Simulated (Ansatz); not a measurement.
A structure relaxed at r2SCAN-D4/def2-TZVP in Ansatz, charge 0, singlet:

Cartesian coordinates in Å:
```
Na -0.393 -0.902 2.135
Na -1.830 0.992 -1.092
Na 1.577 -1.103 -1.350
Sb 0.646 1.013 0.307
```

Task: Give its formula and point group.

Result: the cluster Na₃Sb (the lowest singlet isomer of a short search). Point group C3v (tolerance 0.1 Å).

Task: Summarise the bond lengths by kind (pairs closer than 1.2 times the sum of covalent radii, bridged metal pairs left out).

Result: 3 × Na–Sb 2.84 Å.

In the def2 sets Sb takes a core potential; there is no spin–orbit coupling. The structure comes from a short search, and lower isomers may exist.
